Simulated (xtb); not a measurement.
F2OTa (SMILES [O]=[Ta]([F])[F]), doublet, from a rough starting geometry (GFN-xTB shapes and energies of metal compounds can be far from the true ones) (the multiplicity is a formal guess); GFN2-xTB in xtb.

The xtb input:
```
$ xtb mol.xyz --gfn 2 --uhf 1 --opt vtight --json

# file mol.xyz
4

Ta    -0.01366268     0.05345030     0.02082950
O      1.62240662    -0.49801035    -0.38834766
F     -0.73002566    -0.39124450     1.62405584
F     -0.85425002     0.96520737    -1.38935290
```

It wrote (shortened):

```
   ID    Z sym.   atoms
    1   73 Ta     1
    2    8 O      2
    3    9 F      3, 4

           -------------------------------------------------
          |                Calculation Setup                |
           -------------------------------------------------

           -------------------------------------------------
          |                 G F N 2 - x T B                 |
           -------------------------------------------------

          ...................................................
          :                      SETUP                      :
          :.................................................:
          :  # basis functions                  22          :
          :  # atomic orbitals                  21          :
          :  # shells                            9          :
          :  # electrons                        25          :
          :  max. iterations                   250          :
          :  Hamiltonian                  GFN2-xTB          :
          :  restarted?                      false          :
          :  GBSA solvation                  false          :
          :  PC potential                    false          :
          :  electronic temp.          300.0000000     K    :
          :  accuracy                    1.0000000          :
          :  -> integral cutoff          0.2500000E+02      :
          :  -> integral neglect         0.1000000E-07      :
          :  -> SCF convergence          0.1000000E-05 Eh   :
          :  -> wf. convergence          0.1000000E-03 e    :
          :  Broyden damping             0.4000000          :
          :  net charge                          0          :
          :  unpaired electrons                  1          :
          ...................................................

 iter      E             dE          RMSdq      gap      omega  full diag
   1    -15.4271870 -0.154272E+02  0.854E+00    2.21       0.0  T
   2    -15.5003149 -0.731279E-01  0.843E+00    2.54       1.0  T
   3    -15.5970152 -0.967002E-01  0.610E+00    2.40       1.0  T
   4    -15.5997646 -0.274937E-02  0.562E+00    2.37       1.0  T
   5    -15.5946781  0.508644E-02  0.288E+00    2.41       1.0  T
   6    -15.6003410 -0.566285E-02  0.110E+00    2.36       1.0  T
   7    -15.6007514 -0.410430E-03  0.247E-01    2.35       1.0  T
   8    -15.6007492  0.216028E-05  0.144E-01    2.35       1.0  T
   9    -15.6007621 -0.128893E-04  0.391E-02    2.35       1.3  T
[...]
         :: total energy             -15.579392041265 Eh    ::
 * total energy  :   -15.5793920 Eh     change       -0.4771294E-11 Eh
 * total energy  :   -15.5804488 Eh     change       -0.1056767E-02 Eh
 * total energy  :   -15.5802596 Eh     change        0.1891692E-03 Eh
 * total energy  :   -15.5812236 Eh     change       -0.9639667E-03 Eh
 * total energy  :   -15.5812652 Eh     change       -0.4164125E-04 Eh
 * total energy  :   -15.5812855 Eh     change       -0.2020490E-04 Eh
 * total energy  :   -15.5812872 Eh     change       -0.1701414E-05 Eh
 * total energy  :   -15.5812876 Eh     change       -0.4034214E-06 Eh
 * total energy  :   -15.5812877 Eh     change       -0.1133908E-06 Eh
 * total energy  :   -15.5812877 Eh     change       -0.1460454E-07 Eh
   *** GEOMETRY OPTIMIZATION CONVERGED AFTER 10 ITERATIONS ***
         :: total energy             -15.581287685139 Eh    ::
[...]
        18                         -0.0430644              -1.1718
        19                          0.0014792               0.0403
        20                          0.4829002              13.1404
        21                          0.5897477              16.0479
      -------------------------------------------------------------
                  HL-Gap            0.0915362 Eh            2.4908 eV
             Fermi-level           -0.4156442 Eh          -11.3103 eV

     #   Z          covCN         q      C6AA      α(0)
     1  73 Ta       2.041     1.177   396.298    48.295
     2   8 O        0.722    -0.450    22.760     6.393
     3   9 F        0.660    -0.364    13.097     4.272
     4   9 F        0.660    -0.364    13.097     4.272

 Mol. C6AA /au·bohr⁶  :        961.057800
 Mol. C8AA /au·bohr⁸  :      97279.533121
 Mol. α(0) /au        :         63.231102

Wiberg/Mayer (AO) data.
largest (>0.10) Wiberg bond orders for each atom

 ---------------------------------------------------------------------------
     #   Z sym  total        # sym  WBO       # sym  WBO       # sym  WBO
 ---------------------------------------------------------------------------
     1  73 Ta   4.262 --     2 O    2.206     4 F    1.028     3 F    1.028
     2   8 O    2.349 --     1 Ta   2.206
     3   9 F    1.131 --     1 Ta   1.028
     4   9 F    1.131 --     1 Ta   1.028
 ---------------------------------------------------------------------------

Topologies differ in total number of bonds
Writing topology from bond orders to xtbtopo.mol

molecular dipole:
                 x           y           z       tot (Debye)
 q only:       -0.350       0.116       0.070
   full:       -1.342       0.443       0.268       3.656
molecular quadrupole (traceless):
                xx          xy          yy          xz          yz          zz
 q only:       -1.663       2.908       4.012       1.260       3.394      -2.349
  q+dip:       -1.791       2.943       4.227       1.411       3.489      -2.436
   full:       -2.257       2.951       4.052       1.481       3.020      -1.795

optimized geometry written to: xtbopt.xyz

           -------------------------------------------------
          | TOTAL ENERGY              -15.581287685139 Eh   |
          | GRADIENT NORM               0.000050516576 Eh/α |
          | HOMO-LUMO GAP               2.490826728542 eV   |
           -------------------------------------------------

normal termination of xtb
```
